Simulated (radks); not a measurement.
Removal energies from the tellurium ion Te7+, [Kr] 4d9, by Delta-SCF beside the eigenvalue of the level emptied. Method: scalar-relativistic Kohn-Sham, PBE, spin-polarised, spherical densities, finite nucleus; Fermi nuclear charge, rms radius of each element as measured or else 0.836 A^(1/3) + 0.57 fm; computed with a radial shooting solver on a logarithmic mesh with Libxc functionals. Open shells are filled with parallel spins first.

| removed from | final configuration | Delta-SCF (eV) | -eigenvalue (eV) |
|---|---|---|---|
| 4d | [Kr] 4d8 | 146.20 | 135.18 |
| 4p | [Ar] 3d10 4s2 4p5 4d9 | 221.70 | 209.72 |
| 4s | [Ar] 3d10 4s1 4p6 4d9 | 272.79 | 260.29 |
| 3d | [Ar] 3d9 4s2 4p6 4d9 | 685.82 | 659.61 |
